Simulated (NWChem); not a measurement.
The numbers come from NWChem runs, not from measurements. System: C2H6FNSi, charge 0, spin multiplicity 1, at a geometry optimised with B3LYP/def2-SVP. The structure started from a generated list of species. Level: PBE/def2-TZVP.

The NWChem input:

```
start mol
memory heap 200 mb stack 800 mb global 1000 mb
geometry units angstroms nocenter noautoz
  C      0.132611    -2.778028     0.000000
  C      0.352348    -1.294525     0.000000
  N     -0.592202    -0.447033     0.000000
  Si    -0.520125     1.280649     0.000000
  F      1.018879     1.836813     0.000000
  H      0.614137    -3.232232     0.883746
  H     -0.940604    -3.012909     0.000000
  H      0.614137    -3.232232    -0.883746
  H      1.421093    -0.983839     0.000000
  H     -1.180631     1.782675     1.229957
  H     -1.180631     1.782675    -1.229957
  symmetry group Cs
end
basis spherical
  * library def2-tzvp
end
dft
  xc xpbe96 cpbe96
  semidirect memsize 60000000 filesize 0
  iterations 100
end
task dft energy
```

NWChem printed:

```
             Northwest Computational Chemistry Package (NWChem) 7.3.0
             --------------------------------------------------------

                                NWChem Input Module
                                -------------------

 Scaling coordinates for geometry "geometry" by  1.889725989
 (inverse scale =  0.529177249)

 Turning off AUTOSYM since
 SYMMETRY directive was detected!

                             Geometry "geometry" -> ""
                             -------------------------

 Output coordinates in angstroms (scale by  1.889725989 to convert to a.u.)

  No.       Tag          Charge          X              Y              Z
 ---- ---------------- ---------- -------------- -------------- --------------
    1 C                    6.0000     0.13261100    -2.77802800     0.00000000
    2 C                    6.0000     0.35234800    -1.29452500     0.00000000
    3 N                    7.0000    -0.59220200    -0.44703300     0.00000000
    4 Si                  14.0000    -0.52012500     1.28064900     0.00000000
    5 F                    9.0000     1.01887900     1.83681300     0.00000000
    6 H                    1.0000     0.61413700    -3.23223200     0.88374600
    7 H                    1.0000    -0.94060400    -3.01290900     0.00000000
    8 H                    1.0000     0.61413700    -3.23223200    -0.88374600
    9 H                    1.0000     1.42109300    -0.98383900     0.00000000
   10 H                    1.0000    -1.18063100     1.78267500     1.22995700
   11 H                    1.0000    -1.18063100     1.78267500    -1.22995700

 Effective nuclear repulsion energy (a.u.)     221.0138982798

            Nuclear Dipole moment (a.u.)
            ----------------------------
        X                 Y               Z
 ---------------- ---------------- ----------------
     0.0000037795    -0.0000151178     0.0000000000

      Symmetry information
      --------------------

 Group name             Cs
 Group number              2
 Group order               2
 No. of unique centers     9

      Symmetry unique atoms

     1    2    3    4    5    6    7    9   10


 Summary of "ao basis" -> "" (spherical)
 ------------------------------------------------------------------------------
       Tag                 Description            Shells   Functions and Types
 ---------------- ------------------------------  ------  ---------------------
 *                         def2-tzvp                  on all atoms

  pbe96 is a nonlocal functional; adding pw91lda local functional.

                                 NWChem DFT Module
                                 -----------------

 Summary of "ao basis" -> "ao basis" (spherical)
 ------------------------------------------------------------------------------
       Tag                 Description            Shells   Functions and Types
 ---------------- ------------------------------  ------  ---------------------
 C                         def2-tzvp                11       31   5s3p2d1f
 N                         def2-tzvp                11       31   5s3p2d1f
 Si                        def2-tzvp                13       37   5s5p2d1f
 F                         def2-tzvp                11       31   5s3p2d1f
 H                         def2-tzvp                 4        6   3s1p

 Summary of "ao basis" -> "ao basis" (spherical)
 ------------------------------------------------------------------------------
       Tag                 Description            Shells   Functions and Types
[...]
  Resetting Diis
 d= 0,ls=0.0,diis     6   -523.6611986727 -6.46D-04  8.85D-05  5.06D-04    22.4
 d= 0,ls=0.0,diis     7   -523.6612543974 -5.57D-05  5.65D-05  4.93D-05    24.8
 d= 0,ls=0.0,diis     8   -523.6612416472  1.28D-05  3.45D-05  1.51D-04    27.2
 d= 0,ls=0.0,diis     9   -523.6612604415 -1.88D-05  6.14D-06  3.28D-06    29.4
 d= 0,ls=0.0,diis    10   -523.6612607178 -2.76D-07  2.35D-06  4.83D-07    31.6

         Total DFT energy =     -523.661260717761
      One electron energy =    -1160.840040059350
           Coulomb energy =      467.149164805916
    Exchange-Corr. energy =      -50.984283744159
 Nuclear repulsion energy =      221.013898279833

 Numeric. integr. density =       47.999982741568

     Total iterative time =     30.1s

                  Occupations of the irreducible representations
                  ----------------------------------------------

                     irrep           alpha         beta
                     --------     --------     --------
                     a'               19.0         19.0
                     a"                5.0          5.0

                       DFT Final Molecular Orbital Analysis
                       ------------------------------------

 Vector   22  Occ=2.000000D+00  E=-3.173057D-01  Symmetry=a"
              MO Center= -1.5D-01,  2.6D-01,  1.4D-14, r^2= 4.4D+00
   Bfn.  Coefficient  Atom+Function         Bfn.  Coefficient  Atom+Function
  ----- ------------  ---------------      ----- ------------  ---------------
   138      0.253148   5 F  pz               70     -0.227323   3 N  pz
   141      0.202323   5 F  pz               73     -0.193528   3 N  pz
   110     -0.162717   4 Si pz              144      0.142826   5 F  pz
    39     -0.132730   2 C  pz               76     -0.115036   3 N  pz
   187     -0.115300  10 H  s               193      0.115300  11 H  s

 Vector   23  Occ=2.000000D+00  E=-2.787147D-01  Symmetry=a"
              MO Center= -5.1D-01,  4.1D-01,  1.0D-14, r^2= 4.5D+00
   Bfn.  Coefficient  Atom+Function         Bfn.  Coefficient  Atom+Function
  ----- ------------  ---------------      ----- ------------  ---------------
    70      0.213095   3 N  pz               39      0.185405   2 C  pz
    73      0.183361   3 N  pz              187     -0.174403  10 H  s
   193      0.174403  11 H  s               110     -0.173019   4 Si pz
    42      0.155931   2 C  pz              188     -0.153992  10 H  s
   194      0.153992  11 H  s               138      0.128875   5 F  pz

 Vector   24  Occ=2.000000D+00  E=-2.192636D-01  Symmetry=a'
              MO Center= -3.4D-01, -6.2D-01, -4.6D-16, r^2= 2.2D+00
   Bfn.  Coefficient  Atom+Function         Bfn.  Coefficient  Atom+Function
  ----- ------------  ---------------      ----- ------------  ---------------
    68      0.310646   3 N  px               71      0.255649   3 N  px
     5      0.222737   1 C  s               182     -0.218879   9 H  s
    74      0.208355   3 N  px               69      0.191189   3 N  py
    72      0.168323   3 N  py              181     -0.150571   9 H  s
    66     -0.138437   3 N  s                97      0.138399   4 Si s

 Vector   25  Occ=0.000000D+00  E=-7.180026D-02  Symmetry=a"
              MO Center=  1.6D-02, -9.4D-01, -1.7D-15, r^2= 2.7D+00
   Bfn.  Coefficient  Atom+Function         Bfn.  Coefficient  Atom+Function
  ----- ------------  ---------------      ----- ------------  ---------------
    45      0.468834   2 C  pz               39      0.360395   2 C  pz
    76     -0.348086   3 N  pz               42      0.345504   2 C  pz
    70     -0.273739   3 N  pz               73     -0.230578   3 N  pz
   188      0.178405  10 H  s               194     -0.178405  11 H  s
   113     -0.144255   4 Si pz              164     -0.140684   6 H  s

 Vector   26  Occ=0.000000D+00  E=-1.046644D-02  Symmetry=a'
              MO Center= -2.8D-01,  9.8D-01,  1.6D-14, r^2= 5.3D+00
   Bfn.  Coefficient  Atom+Function         Bfn.  Coefficient  Atom+Function
  ----- ------------  ---------------      ----- ------------  ---------------
     5      1.699556   1 C  s               111     -0.940810   4 Si px
    36     -0.843784   2 C  s               182     -0.734201   9 H  s
    43      0.725555   2 C  px               44      0.488602   2 C  py
    67      0.364175   3 N  s               164     -0.352435   6 H  s
   176     -0.352435   8 H  s                75     -0.345976   3 N  py

 Vector   27  Occ=0.000000D+00  E= 1.299275D-02  Symmetry=a'
              MO Center= -4.6D-01,  6.4D-01, -1.9D-14, r^2= 8.7D+00
   Bfn.  Coefficient  Atom+Function         Bfn.  Coefficient  Atom+Function
  ----- ------------  ---------------      ----- ------------  ---------------
     5      3.214975   1 C  s               112      1.322577   4 Si py
    36     -1.120020   2 C  s                67      1.036316   3 N  s
   164     -0.950083   6 H  s               176     -0.950083   8 H  s
    44      0.919871   2 C  py               98     -0.514538   4 Si s
   170     -0.508934   7 H  s               109      0.369693   4 Si py

 center of mass
 --------------
 x =   0.03477014 y =   0.17947071 z =   0.00000000

 moments of inertia (a.u.)
 ------------------
         953.080696837923         -13.489212271405           0.000000000000
         -13.489212271405         160.670493738341           0.000000000000
           0.000000000000           0.000000000000        1080.729555900474

     Multipole analysis of the density
     ---------------------------------

     L   x y z        total         alpha         beta         nuclear
     -   - - -        -----         -----         ----         -------
     0   0 0 0     -0.000000    -24.000000    -24.000000     48.000000

     1   1 0 0      0.118707      0.059351      0.059351      0.000004
     1   0 1 0     -0.725030     -0.362507     -0.362507     -0.000015
     1   0 0 1      0.000000      0.000000      0.000000      0.000000

     2   2 0 0    -29.302752    -55.508155    -55.508155     81.713558
     2   1 1 0     -3.015901      2.633665      2.633665     -8.283231
     2   1 0 1      0.000000      0.000000      0.000000      0.000000
     2   0 2 0    -25.868957   -277.872005   -277.872005    529.875052
     2   0 1 1      0.000000      0.000000      0.000000      0.000000
     2   0 0 2    -27.853521    -22.118072    -22.118072     16.382623

 Task  times  cpu:       31.7s     wall:       31.7s

 Total times  cpu:       31.7s     wall:       31.7s
```
